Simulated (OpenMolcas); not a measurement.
## Ir2+: effect of the active space

| Quantity | Value |
| --- | --- |
| Program | OpenMolcas 26.06 |
| Method | CASSCF or its RAS form |
| Basis | ANO-R2 |
| Scalar Hamiltonian | X2C, finite nucleus |
| Spin-orbit coupling | RASSI with atomic mean-field integrals over the reference wave functions, term energies averaged over their components |

A. 7 electrons in 5 orbitals (5d); 2S+1 = 4 even, 10 roots; 2S+1 = 2 even, 40 roots; cost about 15 core-seconds
B. 7 electrons in 6 orbitals (5d 6s); 2S+1 = 4 even, 77 roots (60 in the spin-orbit step); 2S+1 = 6 even, 6 roots kept (CI in the orbitals of an earlier block); 2S+1 = 2 even, 147 roots kept (CI in the orbitals of an earlier block, 129 in the spin-orbit step); cost roughly 100 core-seconds
C. 13 electrons in 8 orbitals (RAS1 5p, at most 2 holes; RAS2 5d); 2S+1 = 4 even, 10 roots; 2S+1 = 2 even, 40 roots; cost about 25 core-seconds
D. 7 electrons in 10 orbitals (5d 6d); 2S+1 = 4 even, 10 roots; 2S+1 = 2 even, 40 roots; cost of the order of 90 core-seconds

Energies in cm-1 above 5d7 4F 9/2.

| Level | A | B | C | D |
| --- | --- | --- | --- | --- |
| 5d7 4F 9/2 | 0.0 | 0.0 | 0.0 | 0.0 |
| 5d7 4F 7/2 | 7460 | 7734 | 7500 | 7386 |
| 5d7 4F 5/2 [69 %] | 10001 | 9829 | 9637 | 9700 |
| 5d7 4P 5/2 [68 %] | 17270 | 13327 | 16445 | 16815 |
| 5d7 2G 9/2 [64 %] | 17739 | 18101 | 17842 | 17510 |
| 5d7 4P 1/2 [59 %] | 20711 | 17800 | 19722 | 20188 |
| 5d7 2H 11/2 | 23742 | 24809 | 24314 | 23439 |
| 5d7 2G 7/2 | 23968 | 23127 | 23837 | 23674 |
| 5d7 2D 5/2(1) | 27788 | 26059 | 26550 | 27488 |
| 5d7 2P 1/2 [69 %] | 31531 | 30524 | 30434 | 31237 |
| 5d7 2H 9/2 [74 %] | 31761 | 32458 | 32181 | 31428 |
| 5d7 2F 5/2 | 35736 | 32311 | 34850 | 34964 |
| 5d7 2F 7/2 [61 %] | 40358 | 37515 | 39646 | 39806 |
| 5d7 2D 5/2(2) [54 %] | 59119 | 54863 | 56690 | 58385 |

Among A to D the level of the table that moves most is 5d7 2D 5/2(2) [54 %], by 4300 cm-1 (lowest in B, highest in A).

Without dynamic correlation excited terms often stand tens of per cent too high (terms of higher spin than the ground term too low), and those without a measured partner can miss by more than the paired ones. Configurations with an s electron lie low in 5d ions of this charge, fall among these levels and mix in, so low-spin terms can stand far too high, up to twice their true height, and weights are not those of the real levels (holds for A). Some high roots are left out of the spin-orbit mixing, which shifts the levels that they would mix with (holds for B). Terms from blocks run as CI alone lack orbitals of their own (holds for B). Configurations are named by rounded mean occupations; where the s occupation lies near a half they are strongly mixed, a name can repeat and a true partner stay unpaired (holds for B). Active for correlation alone: 5p; no level in the range computed is led by a configuration that opens it, so any true level of that kind is missing (holds for C). Active for correlation alone: 6d; no level in the range computed is led by a configuration that fills it, so any true level of that kind is missing (holds for D). Only configurations of the active space appear. Levels that lie high or do not pair safely by name in every column are left out.

A share in square brackets marks a mixed level and gives the weight of the term that names it, the lowest over the columns. A number in round brackets counts repeated terms of one configuration in the order of the reference energies.
